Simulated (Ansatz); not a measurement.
A nudged elastic band was laid between two geometries of C3H7FO2Si (14 atoms, charge 0, multiplicity 1).

These are results of RKS B3LYP/STO-3G (Ansatz), not measurements.

* movable images: 7
* climbing image: yes
* spring: 5.0 eV/Å²
* optimiser: quadratic models (default)
* start path: IDPP
* force threshold: 0.05 eV/Å
* iteration limit: 42
* end points: relaxed

Image 0:

```xyz
14
Properties=species:S:1:pos:R:3
C 1.316 -0.045 1.702
C -0.119 -0.276 1.135
O -0.965 -0.995 1.750
Si -0.833 0.455 -0.511
C 0.135 0.001 -2.058
O -2.362 -0.277 -0.402
F -0.965 2.087 -0.441
H 1.491 1.035 1.849
H 2.067 -0.412 0.982
H 1.452 -0.566 2.662
H 1.131 0.461 -2.057
H 0.267 -1.086 -2.135
H -0.387 0.337 -2.963
H -2.241 -0.749 0.517
```

Image 8:

```xyz
14
Properties=species:S:1:pos:R:3
C 1.181 -0.875 1.316
C -0.182 -0.084 1.373
O -0.725 0.164 2.480
Si -0.937 0.436 -0.346
C 0.397 0.868 -1.594
O -1.833 -0.839 -1.052
F -1.940 1.709 -0.098
H 1.967 -0.245 0.869
H 1.072 -1.775 0.687
H 1.495 -1.178 2.326
H 1.061 1.657 -1.218
H 1.015 -0.008 -1.826
H -0.043 1.222 -2.534
H -2.541 -1.082 -0.355
```

(1) What changes between the two ends?

(2) Give the energies along the band, and the barrier.

(3) What is the geometry of the highest image?

## Answers

(1) No bond is made or broken. The dihedral C1–C2–Si4–O6 goes from 179 to 83°.

(2) The forces met the threshold. The highest image is number 7 of 0 to 8, 0.086 eV above the first end and 0.000 eV above the last; the last end lies 0.086 eV above the first. The top lies less than 8 meV above the higher end, about what the thresholds resolve: that end is a shoulder or a very shallow well. A vibrational analysis at the climbing image gives no mode beyond 40i cm⁻¹: the surface is too flat there to confirm a saddle point. Limits of this set-up: minimal basis.

```
image  path coordinate (Å)  energy (eV)  dihedral C1–C2–Si4–O6 (°)
    0                 0.00        0.000                        179
    1                 0.56        0.014                        170
    2                 1.12        0.057                        160
    3                 1.69        0.067                        149
    4                 2.25        0.074                        135
    5                 2.81        0.081                        121
    6                 3.37        0.085                        108
    7                 3.93        0.086                         95
    8                 4.46        0.086                         83
```

(3) 
```xyz
14
Properties=species:S:1:pos:R:3
C 1.247 -0.724 1.345
C -0.228 -0.167 1.359
O -0.873 -0.113 2.438
Si -0.961 0.383 -0.361
C 0.385 0.804 -1.600
O -1.880 -0.866 -1.081
F -1.940 1.672 -0.103
H 1.944 0.055 0.995
H 1.324 -1.580 0.654
H 1.547 -1.048 2.353
H 1.045 1.597 -1.226
H 1.006 -0.074 -1.817
H -0.047 1.147 -2.548
H -2.583 -1.114 -0.380
```

The run took 4.9 min on 1 thread of Intel(R) Xeon(R) Platinum 8259CL CPU @ 2.50GHz (Skylake/Cascade Lake), on a shared host, peak memory 0.23 GiB.
